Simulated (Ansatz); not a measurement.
The cluster Si4S4⁺. Charge 1, multiplicity 2. Geometry PBE-D4/def2-SVP, that of the neutral singlet; atoms count from 1.

Cartesian coordinates in Å:
```
Si 1.107 -0.677 -1.540
Si 1.182 1.002 1.287
Si -1.434 1.234 -0.694
Si -0.855 -1.558 0.947
S -1.146 0.701 1.596
S -1.225 -1.038 -1.334
S 0.886 1.613 -0.981
S 1.485 -1.278 0.719
```

The structure comes from a short search, and lower isomers may exist.

Problem. Estimate the Mulliken populations from the PBE0/def2-TZVP orbitals of Ansatz.

Solution. 
| atom | charge (e) | spin (α − β) |
| --- | --- | --- |
| Si1 | 0.36 | 0.12 |
| Si2 | 0.36 | 0.10 |
| Si3 | 0.36 | 0.10 |
| Si4 | 0.36 | 0.12 |
| S5 | -0.11 | 0.13 |
| S6 | -0.11 | 0.15 |
| S7 | -0.11 | 0.13 |
| S8 | -0.11 | 0.14 |
Mulliken values and Mayer orders depend strongly on the basis.

Problem. Where does the spin sit?

Solution. Summed by element: Si 0.44, S 0.56, of 1 unpaired in all. Largest on single atoms: S6 0.15, S8 0.14, S5 0.13.

Problem. And the Mayer bond orders between bonded heavy atoms (over 0.3)?

Solution. Si1–S6 0.81 (2.37 Å); Si1–S7 0.81 (2.37 Å); Si1–S8 0.79 (2.37 Å); Si2–S5 0.80 (2.37 Å); Si2–S7 0.78 (2.37 Å); Si2–S8 0.80 (2.37 Å); Si3–S5 0.78 (2.37 Å); Si3–S6 0.80 (2.37 Å); Si3–S7 0.80 (2.37 Å); Si4–S5 0.81 (2.37 Å); Si4–S6 0.79 (2.37 Å); Si4–S8 0.81 (2.37 Å).
